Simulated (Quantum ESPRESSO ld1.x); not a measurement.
The run below uses ld1.x (Quantum ESPRESSO 7.5).

```
 &input
    zed=46.0,
    iswitch=1,
    rel=1,
    lsd=1,
    dft='SLA-VWN',
    config='[Ar] 3d6',
    verbosity='high',
    prefix='ld1',
    max_out_wfc=37,
    file_charge='ld1.rho',
 /
```

Output:

```
     Program LD1 v.7.5 starts

     --------------------------- All-electron run ----------------------------

     scalar relativistic calculation

     atomic number is 46.00
     dft =SLA-VWN   lsd =1 sic =0 latt =0  beta=0.20 tr2=1.0E-14
     Exchange-correlation= SLA-VWN
                           (   1   2   0   0   0   0   0)
     mesh =2055 r(mesh) =  99.81901 a.u. xmin = -8.00 dx = 0.00800
     1 Ry =  13.60569312 eV, c = 137.03599908

     n l     nl                  e(Ry)          e(Ha)          e(eV)
     1 0     1S 1( 1.00)   -1832.835280666    -916.417640333 -24936.9943737
     2 0     2S 1( 1.00)    -317.329292162    -158.664646081  -4317.4849681
     2 1     2P 1( 3.00)    -290.873049316    -145.436524658  -3957.5294467
     3 0     3S 1( 1.00)     -98.507835363     -49.253917682  -1340.2673782
     3 1     3P 1( 3.00)     -89.846760924     -44.923380462  -1222.4274572
     3 2     3D 1( 5.00)     -76.892274821     -38.446137410  -1046.1726947
     1 0     1S 2( 1.00)   -1832.816814314    -916.408407157 -24936.7431262
     2 0     2S 2( 1.00)    -316.615024860    -158.307512430  -4307.7668664
     2 1     2P 2( 3.00)    -290.318939048    -145.159469524  -3949.9903925
     3 0     3S 2( 1.00)     -97.690569403     -48.845284701  -1329.1479083
     3 1     3P 2( 3.00)     -89.015061435     -44.507530718  -1211.1116092
     3 2     3D 2( 1.00)     -75.917201142     -37.958600571  -1032.9061415

     final scf error:  8.8E-15 reached in  21 iterations

     Etot =   -9559.161339 Ry,   -4779.580669 Ha, -130059.015685 eV
     Total magnetization:    4.00 Bohr mag.

     Ekin =    9932.246970 Ry,    4966.123485 Ha,  135135.104293 eV
     Encl =  -21662.615617 Ry,  -10831.307809 Ha, -294734.900327 eV
     Eh   =    2396.614768 Ry,    1198.307384 Ha,   32607.605071 eV
     Exc  =    -225.407460 Ry,    -112.703730 Ha,   -3066.824723 eV

     normalization and overlap integrals

     s(1S/1S) =  1.000000  <r> =   0.0319  <r2> =    0.0014  r(max) =   0.0207
     s(1S/2S) = -0.011017
     s(1S/3S) = -0.004792
     s(2S/2S) =  1.000000  <r> =   0.1381  <r2> =    0.0224  r(max) =   0.1166
     s(2S/3S) = -0.002918
     s(2P/2P) =  1.000000  <r> =   0.1203  <r2> =    0.0176  r(max) =   0.0932
     s(2P/3P) = -0.002407
     s(3S/3S) =  1.000000  <r> =   0.3617  <r2> =    0.1491  r(max) =   0.3327
     s(3P/3P) =  1.000000  <r> =   0.3562  <r2> =    0.1466  r(max) =   0.3248
     s(3D/3D) =  1.000000  <r> =   0.3248  <r2> =    0.1235  r(max) =   0.2659
     s(1S/1S) =  1.000000  <r> =   0.0319  <r2> =    0.0014  r(max) =   0.0207
     s(1S/2S) = -0.011032
     s(1S/3S) = -0.004768
     s(2S/2S) =  1.000000  <r> =   0.1379  <r2> =    0.0224  r(max) =   0.1166
     s(2S/3S) = -0.002909
     s(2P/2P) =  1.000000  <r> =   0.1201  <r2> =    0.0176  r(max) =   0.0932
     s(2P/3P) = -0.002397
     s(3S/3S) =  1.000000  <r> =   0.3628  <r2> =    0.1500  r(max) =   0.3327
     s(3P/3P) =  1.000000  <r> =   0.3575  <r2> =    0.1477  r(max) =   0.3248
     s(3D/3D) =  1.000000  <r> =   0.3265  <r2> =    0.1249  r(max) =   0.2659

     ------------------------ End of All-electron run ------------------------
```

Run on one thread of a shared host, so times are rough (Intel(R) Xeon(R) Processor @ 2.60GHz): 0.69 s of CPU time, 0.72 s wall, 21 iterations on 2055 mesh points.
